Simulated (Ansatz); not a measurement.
`CO[Si](F)(C#N)OC` and `CO[SiH](F)OC` differ in one atom or group.

Ansatz, PBE0-D4/def2-TZVP geometries, multiplicity 1. Each molecule was computed in one conformer, which needn't be the lowest.

```tsv
property	`CO[Si](F)(C#N)OC`
HOMO–LUMO gap (PBE0/def2-TZVPP) / eV	8.69
LUMO energy (PBE0/def2-TZVPP) / eV	-0.57
LUMO energy (PBE/def2-TZVPP) / eV	-1.58
HOMO energy (PBE0/def2-TZVPP) / eV	-9.26
HOMO energy (ωB97M-V/def2-TZVPP) / eV	-11.67
HOMO energy (B3LYP/def2-TZVPP) / eV	-9.00
```

(1) Give the same properties after the change, and the shifts. (Best estimate.)

Answers

(1) The calculation gave: 
| property | `CO[SiH](F)OC` | shift |
| --- | --- | --- |
| HOMO–LUMO gap (PBE0/def2-TZVPP) / eV | 9.75 | 1.06 |
| LUMO energy (PBE0/def2-TZVPP) / eV | 1.17 | 1.74 |
| LUMO energy (PBE/def2-TZVPP) / eV | 0.32 | 1.90 |
| HOMO energy (PBE0/def2-TZVPP) / eV | -8.58 | 0.68 |
| HOMO energy (ωB97M-V/def2-TZVPP) / eV | -11.00 | 0.67 |
| HOMO energy (B3LYP/def2-TZVPP) / eV | -8.33 | 0.67 |

With PBE0 the HOMO rises by 0.68 eV and the LUMO rises by 1.74 eV, so the gap widens by about 1.06 eV. PBE moves the HOMO by 0.68 eV and ωB97M-V by 0.67 eV.

B3LYP here is the variant with VWN-RPA as its local correlation; programs differ in this.
